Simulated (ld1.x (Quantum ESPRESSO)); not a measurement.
## silicon: excitation energies, all-electron against TM

ld1.x (Quantum ESPRESSO) 7.5 input, shortened:

```
&input
   title='Si', zed=14., rel=1, dft='PBE', iswitch=3,
   config='[Ne] 3s2 3p2'
 /
 &inputp
   pseudotype=2, tm=.true., lloc=0,
   nlcc=.true.
 /
2
3P  2  1   2.00   0.00  2.05  2.05  0.0
3S  1  0   2.00   0.00  1.85  1.85  0.0
 &test
   configts(1)='3s2 3p2'
 /
```

Energies are relative to the spin-unpolarised reference configuration 3s2 3p2; without spin polarisation the order of configurations can differ from experiment. The frozen-core shift is the all-electron ΔE with the core orbitals held at their reference shape minus the fully relaxed ΔE.

Question: Give the all-electron excitation energy and the error of the potential for: 3s2 3p1; 3s2 3p0; 3s1 3p0; 3s2 3p1.5; 3s1 3p3; 3s1 3p2; 3s0 3p4.

Answer:

| valence configuration | charge | ΔE all-electron (eV) | error AE − PS (meV) | frozen-core shift (meV) |
| --- | --- | --- | --- | --- |
| 3s2 3p1 | +1 | 7.740 | +2.7 | +1.0 |
| 3s2 3p0 | +2 | 23.733 | +19 | +10 |
| 3s1 3p0 | +3 | 57.704 | +74 | +59 |
| 3s2 3p1.5 | +0.5 | 2.921 | +0.4 | +0.2 |
| 3s1 3p3 | 0 | 6.814 | -1.3 | +1.0 |
| 3s1 3p2 | +1 | 15.171 | +5.9 | +3.5 |
| 3s0 3p4 | 0 | 13.778 | -5.0 | +3.7 |

Levels in the configuration 3s1 3p2:

```csv
level,all-electron (eV),pseudo (eV)
3s,-19.767,-19.752
3p,-12.287,-12.273
```
